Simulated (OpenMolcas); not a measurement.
**Ir2+: moving or changing the point charges**

Ir2+ among 6 point charges of -1.7 e arranged as an octahedron (Oh), 1.83 Å from the ion.

* Program: OpenMolcas 26.06
* Method: CASSCF
* Basis: ANO-RCC-VDZP [7s6p4d2f]
* Scalar Hamiltonian: DKH2, point nucleus
* Active space: 7 electrons in 5 orbitals (5d)
* State averaging: 2S+1 = 4 even, 10 roots; 2S+1 = 2 even, 40 roots
* Spin-orbit coupling: state interaction with AMFI integrals over the reference wave functions

Runs around this geometry, states (labels of O, the rotations of Oh). Energies in cm-1 above the lowest state or level, χT in cm3 K/mol; under a threefold ground state the first gap can be a small split of the lowest multiplet, not the spin-orbit step; 10Dq and B are least-squares fits to the states below 45000 cm-1, weighted by degeneracy, with a free offset, and given where the rms deviation is under 5 % of |10Dq| (or 100 cm-1) and under 700 cm-1.

```json
{"R (Å)": "1.83", "q (e)": "-1.1", "Ground state": "4T1", "First state of that spin": "4T2 11521", "10Dq": "12244", "B (rms of fit)": "800 (300)", "First gap with spin-orbit (degeneracies)": "626.5 (2, 4)", "χT at 300 K": "3.243", "First state of another spin": "2E 4373"}
{"R (Å)": "1.73", "q (e)": "-1.7", "Ground state": "2E", "First state of that spin": "2T1 19210", "10Dq": "", "B (rms of fit)": "", "First gap with spin-orbit (degeneracies)": "5052 (4, 2)", "χT at 300 K": "0.814", "First state of another spin": "4T1 5776"}
{"R (Å)": "1.83", "q (e)": "-1.7", "Ground state": "2E", "First state of that spin": "2T1 15094", "10Dq": "18883", "B (rms of fit)": "798 (645)", "First gap with spin-orbit (degeneracies)": "1830 (4, 2)", "χT at 300 K": "1.150", "First state of another spin": "4T1 1392"}
```

Taking the first state of the same spin as R^-n, n = -ln(15094 / 19210) / ln(1.83 / 1.73) = 4.3 between the shortest and longest distance.

Scaling the charges by -1.1 / -1.7 = 0.65 scales |10Dq| by 12244 / 18883 = 0.65; with fixed orbitals a first-order splitting would follow the charge.

The ground state changes within this set.

Without dynamic correlation the repulsion within the d shell is too large (B by tens of per cent), so at a given field states of lower spin stand too high. An orbital triplet at a regular site is open to Jahn-Teller coupling, which can distort the site and quench the lowest spin-orbit gaps and is left out (holds for R = 1.83, q = -1.1). This shell can be high or low spin here, a state of another spin lies low, and with metal d orbitals alone active their balance is uncertain, so the ground spin may be wrong (holds for R = 1.83, q = -1.1). Point charges give a weaker field than real ligands, and real ions of this kind are as a rule low spin; the high spin found here belongs to the model (holds for R = 1.83, q = -1.1). An orbital doublet at a regular site is open to a Jahn-Teller distortion, which this geometry leaves out (holds for R = 1.73, q = -1.7; R = 1.83, q = -1.7). This shell can be high or low spin here, a state of another spin lies low, and with metal d orbitals alone active their balance is uncertain, so the ground spin may be wrong, although the usual error favours high spin (holds for R = 1.73, q = -1.7; R = 1.83, q = -1.7). Spin-orbit coupling mixes the spin-free states strongly: the lowest level takes only 56 % from its leading state, 2E (holds for R = 1.83, q = -1.7). This is an electrostatic model: the charges have no orbitals. No measured value stands beside these numbers.
